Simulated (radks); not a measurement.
Task: Coherent X-ray form factor from a spherical all-electron density. All-electron calculation, non-relativistic Kohn-Sham, PBE, spin-polarised, spherical densities, point nucleus. Program: a radial shooting solver on a logarithmic mesh with Libxc functionals.

sin(theta)/lambda (1/angstrom),f0 (electrons)
0.05,78.322
0.1,76.396
0.15,73.502
0.2,69.990
0.25,66.190
0.3,62.353
0.4,55.177
0.5,49.081
0.6,44.077
0.8,36.357
1,30.270
1.25,24.115
1.5,19.639
2,14.763

The species is in the configuration that NIST lists as its ground one. Which atom or ion scatters so?

Result: The bismuth ion Bi4+, [Xe] 4f14 5d10 6s1. Extrapolating in s^2 from the first two rows gives f0(0) = 79.0, near the electron count 79; among species with that count, the fall with angle is slower the higher Z, and the table is that of Z = 83; from so few rows the species is fixed only to a neighbour or two.
